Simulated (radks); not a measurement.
Results of a calculation; reference values are marked as such.
Charge is removed step by step from the 3d (averaged over the sub-levels emptied) level of V, starting from [Ar] 3d3 4s2. Level of theory: Dirac Kohn-Sham, PBE, spin-unpolarised, spherical densities, point nucleus; open shells are shared between the two j in proportion to 2j + 1 (a radial shooting solver on a logarithmic mesh with Libxc functionals).

| removed (e) | E - E(0) (eV) | eigenvalue (eV) | E minus straight line (eV) |
|---|---|---|---|
| 0 | 0.000 | -5.165 | 0.000 |
| 0.125 | 0.727 | -6.481 | -0.645 |
| 0.25 | 1.623 | -7.864 | -1.121 |
| 0.375 | 2.696 | -9.311 | -1.420 |
| 0.5 | 3.953 | -10.818 | -1.534 |
| 0.625 | 5.403 | -12.385 | -1.456 |
| 0.75 | 7.052 | -14.007 | -1.179 |
| 0.875 | 8.907 | -15.682 | -0.696 |
| 1 | 10.974 | -17.409 | 0.000 |

Removing the whole electron costs 10.974 eV by Delta-SCF, against 5.165 eV from minus the eigenvalue at the starting occupation. Slater's transition state (half an electron removed) gives 10.818 eV. Integrating minus the eigenvalue over the occupation (Janak's theorem) gives 10.974 eV. The mean slope of the eigenvalue, de/dn, is 12.2 eV per electron.
